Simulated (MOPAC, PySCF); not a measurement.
C$_{4}$H$_{6}$O, SMILES `OC(=C)C=C` (C–C–C–O torsion 0°, C–C–O–H torsion 0°), neutral singlet in the gas phase. 

Z-matrix (Å, degrees):
```
C
C 1 1.3501
O 1 1.3712 2 123.62
H 3 0.9733 1 108.17 2 0.01
H 2 1.0876 1 120.09 3 180.00
H 2 1.0912 5 117.72 1 -180.00
C 1 1.4584 2 122.69 5 0.00
C 7 1.3413 1 124.76 2 180.00
H 8 1.0900 7 121.03 1 180.00
H 8 1.0902 9 117.72 7 179.99
H 7 1.0924 8 120.46 9 0.00
```
Charge 0, spin multiplicity 1.

All levels are single points at this geometry (PBE-D3(BJ)/def2-TZVP); Pople sets use spherical d functions. Orbital energies aren't observables, and empty levels follow the basis.

| level | HOMO (eV) | LUMO (eV) | gap (eV) | dipole (D) | vertical IE, Delta-SCF (eV) |
|---|---|---|---|---|---|
| PBE-D3(BJ)/def2-TZVP in PySCF | -5.44 | -1.73 | 3.71 | 0.96 | 8.44 |
| B3LYP/3-21G in PySCF | -5.86 | -0.41 | 5.45 | 1.01 | – |
| B3LYP/6-311+G** in PySCF | -6.35 | -1.14 | 5.21 | 0.99 | – |
| B3LYP/6-31G* in PySCF | -5.90 | -0.49 | 5.41 | 0.93 | 8.24 |
| BP86/6-31G* in PySCF | -5.13 | -1.33 | 3.79 | 0.98 | – |
| M06-2X/6-31G* in PySCF | -7.33 | 0.54 | 7.87 | 0.94 | – |
| PBE/6-31G* in PySCF | -5.02 | -1.24 | 3.79 | 0.97 | 8.15 |
| SVWN5/6-31G* in PySCF | -5.18 | -1.42 | 3.76 | 1.03 | 8.40 |
| HF/6-31G* in PySCF | -8.50 | 3.49 | 11.99 | 0.81 | – |
| HF/STO-3G in PySCF | -6.70 | 6.65 | 13.35 | 0.62 | – |
| AM1 in MOPAC | -9.09 | 0.36 | 9.45 | 0.50 | – |
| PM3 in MOPAC | -9.16 | 0.19 | 9.35 | 0.49 | – |
| PM7 in MOPAC | -9.35 | -0.02 | 9.33 | 0.28 | – |
